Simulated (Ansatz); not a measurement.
`[F][Al]([Br])[Br]` → Al• + 2 Br• + F•  (atomization)

Isolated molecules relaxed with PBE0-D4/def2-TZVP in Ansatz; ΔE leaves out vibrations. CCSD(T)/CBS adds triple-zeta CCSD(T) − MP2 to the extrapolated MP2 energy (def2 sets, frozen cores). This one scheme is used for every species, atoms too. DFT in def2-TZVPP. No spin–orbit coupling; open shells (•) take unrestricted orbitals. Spin–orbit coupling would lower the free atoms: a little for Al, F; clearly for Br. Bonds to Br are less sure, by a few kJ/mol each and by 10 to 20 or more in all where they break to atoms, as the def2 sets lack core-valence functions. Scalar relativity is left out up to krypton.

```tsv
species	RPA@PBE/def2-TZVPP energy (Eh)
`[F][Al]([Br])[Br]`	-5487.69775
Al•	-241.96865
Br•	-2572.77113
F•	-99.73620
```

Task: Work out ΔE.

Result: ΔE = 2 × (-2572.77113) + (-241.96865) + (-99.73620) − (-5487.69775) = 0.45064 Eh = +1183.2 kJ/mol. CCSD(T)/CBS gives +1368.6 kJ/mol.

Largest T1 diagnostic among the species: 0.018.

Leaving LDA and LC-ωPBE aside and taking each functional with its dispersion term where it has one, the values, not all of them listed here, spread over 86.7 kJ/mol, from BHLYP-D4 to r2SCAN-D4. LDA lies +177.2 kJ/mol from PBE without D4, its usual overbinding. At CCSD(T), def2-SVP lies −116.6 kJ/mol from the extrapolated value and def2-TZVPP −58.3 kJ/mol: correlation converges slowly with the basis, and small sets miss more of it in the bonded molecule than in its fragments. From BLYP to BHLYP (50 % exact exchange), in def2-TZVPP and without D4, ΔE moves by −23.8 kJ/mol: exact exchange takes away binding that semilocal exchange gives to molecules.

For atomizations the MP2-based limit and the directly extrapolated one differ by several kJ/mol either way, and by 10 to 25 for some Ge, Se and Sn compounds, so smaller differences from it don't rank the levels.
